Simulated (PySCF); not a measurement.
Mo(Me)4 (C4H12Mo), SMILES [CH3][Mo]([CH3])([CH3])[CH3] (connectivity only; charge and spin as stated), neutral, multiplicity 3. Geometry optimised at PBE-D3(BJ)/def2-SVP. The multiplicity is an assumed one; other spin states were not compared. The def2 effective core potentials stand for the cores of Mo; spin–orbit coupling is left out.

Level of theory: PBE-D3(BJ)/def2-SVP in PySCF.

Harmonic wavenumbers (cm⁻¹): 114, 114, 119, 119, 119, 149, 154, 154, 154, 488, 488, 488, 521, 521, 521, 528, 615, 615, 617, 617, 617, 1128, 1128, 1128, 1148, 1336, 1336, 1336, 1344, 1344, 1344, 1346, 1346, 2909, 2909, 2909, 2914, 3011, 3011, 3011, 3011, 3011, 3015, 3015, 3015. Rotational constants (GHz): 2.542, 2.542, 2.542; symmetry number 12.

### Question
Work out the zero-point energy and the ideal-gas rigid-rotor harmonic-oscillator thermochemistry at 298.15 K and 1 atm.

### Answer
ZPE = ½ Σ hcν = ½ × 58840 cm⁻¹ = 351.94 kJ/mol. H − E(el) = 384.23 kJ/mol. Entropy in J/(mol K): translation 171.73, rotation 93.86, vibration 139.40, spin 9.13, total 414.13. G − E(el) = 260.75 kJ/mol. Cp = 171.06 J/(mol K). Modes under 150 cm⁻¹ make the vibrational entropy uncertain.
